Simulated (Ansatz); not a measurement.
`[CH3][GaH][CH]=O` + `F[Si]Cl` → `O=[CH][GaH][F]` + `C[Si]Cl` at 600 K and 1 bar (redistribution).

Computed with Ansatz on PBE0-D4/def2-TZVP structures; ΔE is electronic, products minus reactants. CCSD(T)/CBS is the MP2 limit (def2-TZVPP, def2-QZVPP) plus CCSD(T) − MP2 in def2-TZVPP, frozen cores. This one scheme is used for every species. For Ga outer-core shells are correlated without core-valence functions, which leaves a few kJ/mol of doubt a bond. Scalar relativity is left out up to krypton. One conformer a species, not always the lowest.

```
           species  CCSD(T)/CBS energy (Eh)  H − E (kJ/mol)  S (J/(mol·K))
`[CH3][GaH][CH]=O`              -2078.18542           212.3          437.6
         `F[Si]Cl`               -848.72390            37.4          311.4
  `O=[CH][GaH][F]`              -2138.15893           113.6          389.8
         `C[Si]Cl`               -788.72093           135.5          352.4
```

H − E and S are ideal-gas, rigid-rotor, harmonic terms from PBE0-D4/def2-TZVP, for one conformer and one mirror image of each species. 1 Eh = 2625.50 kJ/mol, R = 8.31446 J/(mol·K).

Problem. By hand: ΔE, ΔH, ΔS and ΔG.

Solution. ΔE = (-2138.15893) + (-788.72093) − (-2078.18542) − (-848.72390) = 0.02946 Eh = 77.3 kJ/mol. Δ(H − E) = 113.6 + 135.5 − 212.3 − 37.4 = -0.6, so ΔH = 76.7 kJ/mol. ΔS = 389.8 + 352.4 − 437.6 − 311.4 = -6.8 J/(mol·K). ΔG = 76.7 − 600 × (-6.8)/1000 = 80.8 kJ/mol.

Problem. By hand: the equilibrium constant, and the temperature at which ΔG would vanish if ΔH and ΔS stayed fixed.

Solution. log₁₀ K = −ΔG/(RT ln 10) = -7.0. ΔH and −TΔS have one sign here, so there is no such temperature.

The number of gas molecules stays the same, so ΔS is small and ΔH decides. A doubt of 5 kJ/mol in ΔE shifts log₁₀ K by 0.4 here. Other conformers and mirror images would add mixing entropy, several J/(mol·K) or more a flexible species. Modes under 60 cm⁻¹, often nearly free rotors, make the harmonic entropy too high. These are equilibria of isolated gas molecules and say nothing of rates. Largest T1 diagnostic: 0.016 (customary marks: 0.02 for closed shells, 0.045 for open ones).

ΔS is within the doubt of such terms, so its sign, and with it that verdict, could turn.
